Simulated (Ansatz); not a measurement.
Basis sets compared for the cluster Ag₃ (the lowest doublet isomer of a short search). Total charge 0; doublet. Geometry PBE-D4/def2-TZVP. Ansatz on 4 threads of Arm Neoverse V1 on a shared host; times are rough, and most runs start from earlier orbitals.

```xyz
3

Ag    0.6628    1.3963   -0.6505
Ag   -0.4729   -0.9730   -0.9587
Ag   -0.1899   -0.4233    1.6092
```

In the def2 sets Ag takes a core potential; there is no spin–orbit coupling. The structure comes from a short search, and lower isomers may exist.

Binding counts from free atoms (Ag doublet) in the same basis, without a counterpoise term.

```csv
level,functions,energy (Eh),HOMO (eV),LUMO (eV),binding per atom (eV),wall time
PBE-D4/def2-SVP,93,-440.9367,-3.75,-3.47,0.91,1.9 s
PBE-D4/def2-TZVP,120,-441.0517,-3.79,-3.49,0.92,2.3 s
r2SCAN-D4/def2-TZVP,120,-441.1521,-3.91,-3.32,0.93,5.5 s
PBE0-D4/def2-SVP,93,-440.8771,-4.13,-2.68,0.78,3.1 s
PBE0-D4/def2-TZVP (with forces),120,-440.9872,-4.16,-2.69,0.80,11 s
```

Estimate the rows for PBE-D4/def2-TZVPD, r2SCAN-D4/def2-TZVPD, PBE0-D4/def2-TZVPD.


```json
{"level": "PBE-D4/def2-TZVPD", "functions": "120", "energy (Eh)": "-441.0517", "HOMO (eV)": "-3.79", "LUMO (eV)": "-3.49", "binding per atom (eV)": "0.92", "wall time": "2.3 s"}
{"level": "r2SCAN-D4/def2-TZVPD", "functions": "120", "energy (Eh)": "-441.1521", "HOMO (eV)": "-3.91", "LUMO (eV)": "-3.32", "binding per atom (eV)": "0.93", "wall time": "5.5 s"}
{"level": "PBE0-D4/def2-TZVPD", "functions": "120", "energy (Eh)": "-440.9872", "HOMO (eV)": "-4.16", "LUMO (eV)": "-2.69", "binding per atom (eV)": "0.80", "wall time": "2.4 s"}
```
